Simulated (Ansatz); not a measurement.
`[GeH3][NH]C1=C[SiH2]1` + `CC(O)=S` → `CC(=S)[O][GeH3]` + `NC1=C[SiH2]1` at 600 K and 1 bar (ligand exchange at a Ge–N bond).

Computed with Ansatz on PBE0-D4/def2-TZVP structures; ΔE is electronic, products minus reactants. CBS: MP2 limit from def2 TZ/QZ plus the TZ coupled-cluster correction, frozen cores. For Ge outer-core shells are correlated without core-valence functions, which leaves a few kJ/mol of doubt a bond. Scalar relativity is left out up to krypton. Each species was taken in one conformer, which may not be the lowest.

| species | CCSD(T)/CBS energy (Eh) | H − E (kJ/mol) | S (J/(mol·K)) |
| --- | --- | --- | --- |
| `[GeH3][NH]C1=C[SiH2]1` | -2500.13796 | 274.3 | 473.1 |
| `CC(O)=S` | -551.45551 | 199.8 | 358.7 |
| `CC(=S)[O][GeH3]` | -2628.76657 | 255.0 | 461.1 |
| `NC1=C[SiH2]1` | -422.82137 | 218.6 | 370.5 |

H − E and S are ideal-gas, rigid-rotor, harmonic terms from PBE0-D4/def2-TZVP, for one conformer and one mirror image of each species. 1 Eh = 2625.50 kJ/mol, R = 8.31446 J/(mol·K).

Task: By hand: ΔE, ΔH, ΔS and ΔG.

Result: ΔE = (-2628.76657) + (-422.82137) − (-2500.13796) − (-551.45551) = 0.00553 Eh = 14.5 kJ/mol. Δ(H − E) = 255.0 + 218.6 − 274.3 − 199.8 = -0.5, so ΔH = 14.0 kJ/mol. ΔS = 461.1 + 370.5 − 473.1 − 358.7 = -0.2 J/(mol·K). ΔG = 14.0 − 600 × (-0.2)/1000 = 14.1 kJ/mol.

Task: By hand: the equilibrium constant, and the temperature at which ΔG would vanish if ΔH and ΔS stayed fixed.

Result: log₁₀ K = −ΔG/(RT ln 10) = -1.2. ΔH and −TΔS have one sign here, so there is no such temperature. One of them is within its doubt of zero, so this could turn.

The number of gas molecules stays the same, so ΔS is small and ΔH decides. A doubt of 5 kJ/mol in ΔE shifts log₁₀ K by 0.4 here. Other conformers and mirror images would add mixing entropy, several J/(mol·K) or more a flexible species. Modes under 60 cm⁻¹, often nearly free rotors, make the harmonic entropy too high. These are equilibria of isolated gas molecules and say nothing of rates. Largest T1 diagnostic: 0.017 (customary marks: 0.02 for closed shells, 0.045 for open ones).
